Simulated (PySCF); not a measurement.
# Computed records: CH3F2Si, B2H5OSi, CH4AlSi, AlBH3O2 and others

Calculation on a computer-drawn molecule: the log of a Hartree-Fock and frozen-core CCSD(T) single point meant for a local Hartree-Fock minimum, with one planted fault or none, to be diagnosed. Offsets are logged minus clean, where the clean run is the same molecule without the fault. The reference is restricted for singlets and unrestricted otherwise, and also for a bond in bohr or an excited solution. Adding or removing an electron swaps singlet and doublet. The excited solution moves the top pair (singlet) or top alpha electron (doublet) to the lowest empty orbital. Highest occupied and lowest empty are orbital energies over both spins, largest force is the largest gradient component, triples share is (T) over the correlation energy, the T1 limit is 0.02 restricted and 0.045 unrestricted, electrons count all cores, a negative frequency is imaginary (commonest isotopes), and the dipole is about the centre of nuclear charge. Program: PySCF 2.14.0.

Common to all runs: meant charge 0; meant basis cc-pV(D+d)Z; logged SCF converged yes; logged CC converged yes; logged SCF stable within its kind yes; possible faults no fault, one electron removed, one electron added, multiplicity raised by two, geometry at a saddle point, SCF held on an excited solution, minimal basis STO-3G, one bond length entered in bohr, all coordinates scaled.

(1) CH3F2Si

Logged structure:
```xyz
7
CH3F2Si
C     -2.7616    -0.0900     0.2135
Si    -1.3035     0.0112    -1.1901
F     -1.0900     1.6845    -1.6717
F      0.2203    -0.4688    -0.4657
H     -2.8888    -1.2055     0.6047
H     -2.4676     0.6085     1.1325
H     -3.7991     0.2807    -0.2334
```

| Quantity | Value |
| --- | --- |
| meant multiplicity | 2 |
| logged electrons | 41 |
| logged basis functions | 80 |
| logged spin squared | 0.7588 |
| logged highest occupied | -10.556 eV |
| logged lowest empty | 0.60121 eV |
| logged largest force | 0.066467 hartree/bohr |
| logged T1 diagnostic | 0.016137 |
| logged D1 diagnostic | 0.063568 |
| logged triples share | 0.022077 |
| logged dipole magnitude | 3.377 debye |
| logged energy HF | -527.48482 hartree |
| logged energy CCSD(T) | -528.13218 hartree |
| planted fault | all coordinates scaled, by +8.9 % |
| HF energy offset from clean run | 28.7 kcal/mol |
| CCSD(T) energy offset from clean run | 19.29 kcal/mol |

Drawn bonds:
```csv
atom,other atom,order
1,2,1
2,3,1
2,4,1
1,5,1
1,6,1
1,7,1
```

(2) B2H5OSi

Logged structure:
```xyz
9
B2H5OSi
B      1.4654    -1.2752    -2.4563
Si     0.0818    -0.7241    -1.0974
B      0.8487     0.8668    -0.0308
O      0.3667     2.1217    -0.1184
H      2.3801    -2.0418    -2.5056
H     -0.2695    -1.8265    -0.1597
H     -1.1712    -0.3211    -1.7966
H      1.7788     0.7211     0.7178
H     -0.3647     2.2284    -0.7080
```

| Item | Value |
| --- | --- |
| meant multiplicity | 2 |
| logged electrons | 36 |
| logged basis functions | 90 |
| logged spin squared | 0 |
| logged highest occupied | -15.631 eV |
| logged lowest empty | -6.4011 eV |
| logged largest force | 0.039827 hartree/bohr |
| logged T1 diagnostic | 0.025477 |
| logged D1 diagnostic | 0.081595 |
| logged triples share | 0.029082 |
| logged dipole magnitude | 7.9242 debye |
| logged energy HF | -415.75164 hartree |
| logged energy CCSD(T) | -416.24154 hartree |
| planted fault | one electron removed |
| HF energy offset from clean run | 176.1 kcal/mol |
| CCSD(T) energy offset from clean run | 178.6 kcal/mol |

Drawn bonds:
```csv
atom,other atom,order
1,2,1
2,3,1
3,4,1
1,5,1
2,6,1
2,7,1
3,8,1
4,9,1
```

Notes: T1 above single-reference limit.

(3) CH4AlSi

Logged structure:
```xyz
7
CH4AlSi
Al     0.4007    -1.9658     2.3611
C      0.6155    -0.2204     1.5649
Si     0.7860    -0.0059    -0.1198
H      0.3869    -3.2212     1.3731
H      0.6337     0.6784     2.1792
H      0.7797    -1.1306    -1.0682
H      0.9541     1.2951    -0.7964
```

| Quantity | Value |
| --- | --- |
| meant multiplicity | 2 |
| logged electrons | 37 |
| logged basis functions | 27 |
| logged spin squared | 1.3092 |
| logged highest occupied | -4.2546 eV |
| logged lowest empty | 7.9044 eV |
| logged largest force | 0.045008 hartree/bohr |
| logged T1 diagnostic | 0.074068 |
| logged D1 diagnostic | 0.28523 |
| logged triples share | 0.015488 |
| logged dipole magnitude | 1.8729 debye |
| logged energy HF | -564.19639 hartree |
| logged energy CCSD(T) | -564.36445 hartree |
| planted fault | minimal basis STO-3G |
| HF energy offset from clean run | 4249 kcal/mol |
| CCSD(T) energy offset from clean run | 4354 kcal/mol |

Drawn bonds:
```csv
atom,other atom,order
1,2,1
2,3,2
1,4,1
2,5,1
3,6,1
3,7,1
```

Notes: T1 above single-reference limit.

(4) AlBH3O2

Logged structure:
```xyz
7
AlBH3O2
B     -1.0722    -1.6272    -1.0000
O     -0.3822    -0.5135    -0.8098
Al     0.5346     0.7661    -0.2010
O     -0.0393     1.5169     1.1865
H     -1.9989    -1.7187    -1.7727
H      1.8366     1.1998    -0.9467
H      0.3124     2.2426     1.6728
```

| Property | Result |
| --- | --- |
| meant multiplicity | 2 |
| logged electrons | 36 |
| logged basis functions | 80 |
| logged spin squared | 0 |
| logged highest occupied | -16.91 eV |
| logged lowest empty | -6.1572 eV |
| logged largest force | 0.14915 hartree/bohr |
| logged T1 diagnostic | 0.022289 |
| logged D1 diagnostic | 0.067648 |
| logged triples share | 0.026284 |
| logged dipole magnitude | 7.176 debye |
| logged energy HF | -417.91449 hartree |
| logged energy CCSD(T) | -418.44925 hartree |
| planted fault | one electron removed |
| HF energy offset from clean run | 165.5 kcal/mol |
| CCSD(T) energy offset from clean run | 163.1 kcal/mol |

Drawn bonds:
```csv
atom,other atom,order
1,2,1
2,3,1
3,4,1
1,5,1
3,6,1
4,7,1
```

Notes: T1 above single-reference limit.

(5) CH8Al2Si

Logged structure:
```xyz
12
CH8Al2Si
Al    -1.5762    -0.9010    -0.6729
C     -0.1654     0.4444    -0.8464
Al     1.5491    -0.1948    -1.5413
Si    -0.7657     1.9700    -1.7682
H     -2.5104    -1.2554    -1.8985
H     -1.7720    -1.6451     0.7085
H      0.0623     0.7207     0.1962
H      1.8058    -0.2879    -3.0989
H      2.6823    -0.6306    -0.5282
H     -1.0842     1.6336    -3.1756
H      0.2585     3.0482    -1.7774
H     -1.9893     2.5439    -1.1478
```

| Item | Value |
| --- | --- |
| meant multiplicity | 1 |
| logged electrons | 54 |
| logged basis functions | 123 |
| logged spin squared | 0 |
| logged highest occupied | -10.68 eV |
| logged lowest empty | 0.66375 eV |
| logged largest force | 1.623e-05 hartree/bohr |
| logged lowest frequency | 51.484 cm⁻¹ |
| logged T1 diagnostic | 0.011733 |
| logged D1 diagnostic | 0.027447 |
| logged triples share | 0.027016 |
| logged dipole magnitude | 0.75433 debye |
| logged energy HF | -815.29092 hartree |
| logged energy CCSD(T) | -815.75421 hartree |
| planted fault | no fault |
| HF energy offset from clean run | 0 kcal/mol |
| CCSD(T) energy offset from clean run | 0 kcal/mol |

Drawn bonds:
```csv
atom,other atom,order
1,2,1
2,3,1
2,4,1
1,5,1
1,6,1
2,7,1
3,8,1
3,9,1
4,10,1
4,11,1
4,12,1
```
